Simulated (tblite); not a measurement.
C7H11 (doublet state).
Geometry (GFN2-xTB, Å), atoms numbered from 1 in this order:
```
atom  x, y, z in Å
C1     3.2770   -1.2051   -0.4209
C2     2.1603   -0.8738    0.1487
C3     1.0626   -0.4938    0.7212
C4     0.6105    0.9617    0.7962
C5    -0.4713    1.1522   -0.1894
C6    -1.8719    0.7604    0.0865
C7    -2.3312   -0.4281   -0.7736
H8     4.1928   -1.3120    0.1392
H9     3.3348   -1.4112   -1.4783
H10    0.3671   -1.2135    1.1293
H11    1.4615    1.6076    0.5756
H12    0.2563    1.1592    1.8115
H13   -0.1970    1.3456   -1.2137
H14   -1.9913    0.5128    1.1438
H15   -2.5393    1.6038   -0.1355
H16   -1.7122   -1.3004   -0.5770
H17   -2.2507   -0.1817   -1.8298
H18   -3.3666   -0.6774   -0.5523
```

Computed with GFN2-xTB (tblite): harmonic, unscaled wavenumbers at the GFN2-xTB geometry, gas phase. Against measured fundamentals such values can be off by several per cent, at times by over 20. One conformer, not necessarily the lowest. Open shells enter through the occupations alone, without spin polarisation, and single modes of such species can be off by tens of per cent.

Harmonic wavenumbers (cm⁻¹): 34.2, 56.0, 80.4, 168.3, 213.4, 227.1, 306.3, 346.5, 396.0, 506.4, 528.2, 575.4, 806.4, 837.4, 846.9, 878.1, 916.7, 971.9, 976.7, 1028.7, 1044.3, 1078.5, 1146.2, 1180.5, 1193.4, 1240.5, 1253.2, 1285.8, 1308.3, 1361.8, 1401.7, 1437.6, 1459.5, 1472.1, 1497.5, 1503.7, 2070.0, 2882.2, 2945.4, 2973.9, 2982.0, 3026.3, 3034.5, 3039.0, 3048.4, 3066.9, 3072.2, 3097.0.

A = 5439, B = 1215, C = 1091 MHz; mass 95.086 u (most abundant isotopes); point group C1, symmetry number 1; spin multiplicity 2.

Task: What is the zero-point energy?

Result: ½Σν̃ = 33402 cm⁻¹ = 95.50 kcal/mol.

Task: Give the ideal-gas entropy at 273.15 K and 1 bar in the rigid-rotor, harmonic-oscillator model (classical rotation).

Result: Translation 39.16, rotation 27.93, vibration 25.13, spin (R ln 2) 1.38: S = 93.6 cal/(mol K).

Task: And Cp and H(273.15 K) − H(0)?

Result: Cp = 31.95 cal/(mol K), of which vibrations give 24.00 (their classical limit is 48 R = 95.4); H(273.15 K) − H(0) = 5.60 kcal/mol without the zero-point energy, 3.43 from vibrations.

Task: Which modes carry the vibrational entropy at 273.15 K?

Result: 34.2 cm⁻¹: 5.40; 56.0 cm⁻¹: 4.42; 80.4 cm⁻¹: 3.71; 168.3 cm⁻¹: 2.29; 213.4 cm⁻¹: 1.86; 227.1 cm⁻¹: 1.75 cal/(mol K); the other 42 give 5.71 together.

Task: How do the functions run with temperature in this model?

Result: 
```json
{"T (K)": "150", "S (cal/(mol K))": "77.8", "Cp (cal/(mol K))": "21.9", "H − H(0) (kcal/mol)": "2.30", "G − H(0) (kcal/mol)": "-9.37", "ln q(vib)": "3.39"}
{"T (K)": "250", "S (cal/(mol K))": "90.9", "Cp (cal/(mol K))": "29.9", "H − H(0) (kcal/mol)": "4.89", "G − H(0) (kcal/mol)": "-17.83", "ln q(vib)": "5.79"}
{"T (K)": "298.15", "S (cal/(mol K))": "96.5", "Cp (cal/(mol K))": "34.2", "H − H(0) (kcal/mol)": "6.43", "G − H(0) (kcal/mol)": "-22.34", "ln q(vib)": "6.90"}
{"T (K)": "400", "S (cal/(mol K))": "107.8", "Cp (cal/(mol K))": "43.2", "H − H(0) (kcal/mol)": "10.37", "G − H(0) (kcal/mol)": "-32.75", "ln q(vib)": "9.22"}
{"T (K)": "600", "S (cal/(mol K))": "128.2", "Cp (cal/(mol K))": "57.6", "H − H(0) (kcal/mol)": "20.53", "G − H(0) (kcal/mol)": "-56.39", "ln q(vib)": "13.69"}
{"T (K)": "900", "S (cal/(mol K))": "154.5", "Cp (cal/(mol K))": "72.0", "H − H(0) (kcal/mol)": "40.14", "G − H(0) (kcal/mol)": "-98.91", "ln q(vib)": "20.08"}
```

q(vib) and H(0) count from the zero-point level.

Task: What must be added to the electronic energy to get the Gibbs energy at 273.15 K and 1 bar?

Result: ZPE + [H(273.15 K) − H(0)] − T·S = 95.50 + 5.60 − 25.57 = 75.53 kcal/mol.

Task: Blend soft modes into free rotors: weight 1/[1 + (100 cm⁻¹/ν̃)⁴] for the oscillator and the rest for a rotor with moment μB/(μ + B), μ = h/(8π²ν), B = 10⁻⁴⁴ kg m². What vibrational entropy results?

Result: 22.12 cal/(mol K) in place of 25.13, which changes −T·S at 273.15 K by +0.82 kcal/mol.

Hindered rotation and anharmonicity are outside this model. Other conformers, if any are populated, would add a mixing term that is left out. The structure is chiral; the term R ln 2 for an equal mix with its mirror image is left out.
